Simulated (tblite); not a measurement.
Run record: tight-binding relaxation, `CCCN(NC)C(C)C`.

Computed with GFN2-xTB geometry optimisation, gas phase (tblite 0.8.0). Start geometry: from a force field or distance geometry. The input is one job of a driver script: a line of settings, then coordinates in Å.

Command:
```bash
OMP_NUM_THREADS=1 python probes_run.py task.json out
```

Input:
```
{"job": {"kind": "relax", "xc": "GFN2-xTB", "basis": "xTB"}, "charge": 0, "multiplicity": 1}
C      3.112500    -1.354400     0.391400
C      2.130200    -0.305600    -0.158200
C      0.711600    -0.580900     0.338600
N     -0.254200     0.393600    -0.251600
N     -0.042200     1.687000     0.384500
C      0.063900     2.693500    -0.679300
C     -1.674500    -0.019900    -0.144100
C     -2.107900    -0.530800     1.241500
C     -1.990900    -1.067100    -1.219400
H      3.113500    -1.343900     1.491300
H      4.115600    -1.146900     0.036100
H      2.822400    -2.359900     0.061200
H      2.162700    -0.325500    -1.234500
H      2.478500     0.680700     0.169600
H      0.667600    -0.552200     1.434800
H      0.437400    -1.593800     0.036100
H     -0.786800     1.953600     1.026200
H     -0.855500     2.766200    -1.260900
H      0.263100     3.674900    -0.218800
H      0.907000     2.475100    -1.346600
H     -2.303200     0.855300    -0.376000
H     -1.625200    -1.476300     1.501300
H     -3.188800    -0.707800     1.259400
H     -1.905000     0.187100     2.023600
H     -1.703800    -0.696100    -2.209200
H     -1.496900    -2.018200    -1.037700
H     -3.071000    -1.261300    -1.247300
```

Output:
```
step      E/eV     max force
  0    -815.85954    1.361
  1    -815.92866    0.635
  2    -815.95523    0.426
  3    -815.97282    0.231
  4    -815.98211    0.310
  5    -815.99050    0.262
  6    -815.99615    0.176
  7    -816.00007    0.134
  8    -816.00272    0.120
  9    -816.00482    0.116
... (65 lines left out)
 75    -816.03977    0.011
 76    -816.03980    0.010
 77    -816.03983    0.014
 78    -816.03987    0.017
 79    -816.03992    0.016
 80    -816.03996    0.013
 81    -816.03999    0.013
 82    -816.04002    0.011
 83    -816.04004    0.011
 84    -816.04006    0.008
```

«max force» is the largest atomic force in eV/Å.

Task: From which step on does the largest force stay under 0.1 eV/Å, and how much energy is left to gain from there?

Result: From step 17 (0.078 eV/Å), 22.0 meV above the end.

Summary of the converged run: energy lowered by 4.2 kcal/mol over 84 steps; largest atomic force 0.008 eV/Å at the end.

Task: Where do the atoms end?

Result: 0.157 Å rms from the input after alignment:
```
atom  x, y, z in Å
C1     3.1137   -1.3605    0.4055
C2     2.1181   -0.3466   -0.1418
C3     0.7075   -0.5996    0.3861
N4    -0.2157    0.3636   -0.1888
N5     0.0688    1.6507    0.3202
C6    -0.0880    2.6875   -0.6769
C7    -1.6296   -0.0086   -0.1594
C8    -2.1351   -0.4988    1.2048
C9    -1.9172   -1.0418   -1.2483
H10    3.1466   -1.3168    1.4922
H11    4.1121   -1.1593    0.0246
H12    2.8326   -2.3704    0.1128
H13    2.0958   -0.3973   -1.2313
H14    2.4152    0.6632    0.1416
H15    0.7192   -0.5461    1.4869
H16    0.3854   -1.5989    0.0911
H17   -0.4847    1.8655    1.1535
H18   -1.1208    2.8341   -1.0236
H19    0.2724    3.6240   -0.2539
H20    0.5276    2.4208   -1.5338
H21   -2.1793    0.9051   -0.4204
H22   -1.7073   -1.4683    1.4477
H23   -3.2179   -0.5948    1.1844
H24   -1.8692    0.2032    1.9940
H25   -1.4785   -0.7168   -2.1875
H26   -1.5009   -2.0112   -0.9881
H27   -2.9906   -1.1555   -1.3794
```
Labels such as C1 count atoms from 1, the log's own numbers from 0.
